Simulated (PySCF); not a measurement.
## Working out the ionisation energy of Al+

Al+ [Ne] 3s2 (1S) → Al(2+) [Ne] 3s1 (2S). Calculation: PySCF 2.14, in aug-cc-pCVTZ-DK (8s7p5d3f, 75 functions); scalar relativity by spin-free X2C-1e. Frozen: 1s2. Energies in hartree (1 hartree = 27.21139 eV):

```json
{"part": "UHF", "Al+ (lower)": "-242.109191", "Al(2+) (upper)": "-241.464209"}
{"part": "CCSD correlation", "Al+ (lower)": "-0.322791", "Al(2+) (upper)": "-0.279941"}
{"part": "(T)", "Al+ (lower)": "-0.003364", "Al(2+) (upper)": "-0.002004"}
```

Problem. What does Hartree-Fock give?

Solution. (-241.464209) − (-242.109191) = 0.644982 hartree = 17.551 eV.

Problem. What do CCSD and CCSD(T) give?

Solution. The CCSD correlation energies differ by 0.042850 hartree = 1.166 eV and the triples by 0.001360 hartree = 0.037 eV, so CCSD gives 18.717 eV and CCSD(T) 18.754 eV.

Measured between the centres of the two terms (NIST): 18.829 eV, so CCSD(T) (valence and next inner shell) is off by -0.075 eV.

What remains against the reference includes basis incompleteness, the frozen core and higher excitations.
